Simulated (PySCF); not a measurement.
**How methods differ on the excitation energy of Xe²⁺**

Xe²⁺ [Kr] 4d10 5s2 5p4 (3P) → Xe²⁺ [Kr] 4d10 5s1 5p5 (3P), as a difference of total energies. All numbers are calculated (PySCF 2.14, the spin-free X2C one-electron Hamiltonian (Gaussian nucleus), in x2c-TZVPPall). Correlated levels: valence: [Kr] 4d10 frozen; valence and next inner shell: [Ar] 3d10 frozen. The calculations carry no spin-orbit coupling.

```json
{"method": "UHF", "excitation energy (cm⁻¹)": "113100"}
{"method": "LDA", "excitation energy (cm⁻¹)": "102760"}
{"method": "PBE", "excitation energy (cm⁻¹)": "102130"}
{"method": "PBE0", "excitation energy (cm⁻¹)": "105060"}
{"method": "r2SCAN", "excitation energy (cm⁻¹)": "103400"}
{"method": "B3LYP", "excitation energy (cm⁻¹)": "104670"}
{"method": "TPSSh", "excitation energy (cm⁻¹)": "103410"}
{"method": "wB97X", "excitation energy (cm⁻¹)": "106520"}
{"method": "wB97X-V", "excitation energy (cm⁻¹)": "106270"}
{"method": "ROHF", "excitation energy (cm⁻¹)": "113010"}
{"method": "MP2 (valence)", "excitation energy (cm⁻¹)": "106060"}
{"method": "SCS-MP2 (valence)", "excitation energy (cm⁻¹)": "105090"}
{"method": "MP2 (valence and next inner shell)", "excitation energy (cm⁻¹)": "104720"}
{"method": "SCS-MP2 (valence and next inner shell)", "excitation energy (cm⁻¹)": "103890"}
```

A first-order spin-orbit estimate (lowest level to lowest level, LS coupling) adds -0.021 eV.
